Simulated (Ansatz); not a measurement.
Consider the isomerisation: `BC/C=C(/C)F` → `C=C(C)B(C)F`.

Program: Ansatz. Geometries: PBE0-D4/def2-TZVP. ΔE: electronic, gas phase. CBS: MP2 limit from def2 TZ/QZ plus the TZ coupled-cluster correction, frozen cores. DFT in def2-TZVPP. B3LYP here is the variant with VWN-RPA as its local correlation; programs differ in this. Each species was taken in one conformer, which may not be the lowest.

Task: Is it downhill or uphill in electronic energy at CCSD(T)/CBS, and by how much? (Estimate.)

Result: Ansatz gave: Downhill: ΔE = -265.1 kJ/mol.

Task: What do these levels give: PBE0-D4, B3LYP-D4, B2PLYP, PBE, PBE0, B3LYP, HF/def2-TZVPP, SCS-MP2/def2-TZVPP, CCSD/def2-TZVPP, CCSD(T)/def2-TZVPP, HF/def2-QZVPP, CCSD/CBS(def2)? (An estimate is asked.)

Result: Ansatz gave: PBE0-D4 -247.8, B3LYP-D4 -262.2, B2PLYP -263.8, PBE -240.1, PBE0 -247.6, B3LYP -262.3, HF/def2-TZVPP -285.2, SCS-MP2/def2-TZVPP -263.7, CCSD/def2-TZVPP -268.7, CCSD(T)/def2-TZVPP -263.5, HF/def2-QZVPP -285.1, CCSD/CBS(def2) -270.3 kJ/mol.

Largest T1 diagnostic among the species: 0.011.

In def2-TZVPP, CCSD(T) changes the Hartree–Fock value by +21.8 kJ/mol (the triples alone add +5.2 kJ/mol) and MP2 by +24.3 kJ/mol. From PBE to PBE0 (25 % exact exchange), in def2-TZVPP and without D4, ΔE moves by −7.6 kJ/mol.
